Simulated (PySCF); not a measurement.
**A small calculation by hand: dipole moment from atomic charges**

CH₃FGeO, SMILES C[O][Ge][F] (connectivity only; charge and spin as stated), neutral, multiplicity 1. Atoms are numbered in the order given.

```xyz
7

Ge     0.3326    -0.7036     0.0000
F     -1.4344    -0.6212     0.0000
O      0.6608     1.0355     0.0000
C     -0.2562     2.1020     0.0000
H     -1.2999     1.7497     0.0000
H     -0.0915     2.7304     0.8909
H     -0.0915     2.7304    -0.8909
```

Coordinates come from a PBE0-D3(BJ)/def2-SVP optimisation. Other conformers were not sampled.

Charges (e) from PySCF with ωB97X/def2-TZVPD:

```
atom  ESP fit     IAO
----  -------  ------
Ge1     0.384   0.915
F2     -0.263  -0.546
O3     -0.326  -0.591
C4      0.071  -0.196
H5      0.046   0.135
H6      0.044   0.141
H7      0.044   0.141
```

The dipole moment of the full density is 0.84 D.

Problem. What dipole moment does each set of point charges give, and which comes closer to that of the density?

Solution. 
μ = Σ q r, and 1 e Å = 4.8032 D.
ESP fit: Σ q r = (0.204, 0.026, 0.000) e Å, |μ| = 0.99 D.
IAO: Σ q r = (0.546, -0.322, 0.000) e Å, |μ| = 3.05 D.
ESP fit comes closer in size. Point charges leave out the atoms' own dipoles (lone pairs, polarised bonds); fits to the potential absorb them, partitions of the density don't.
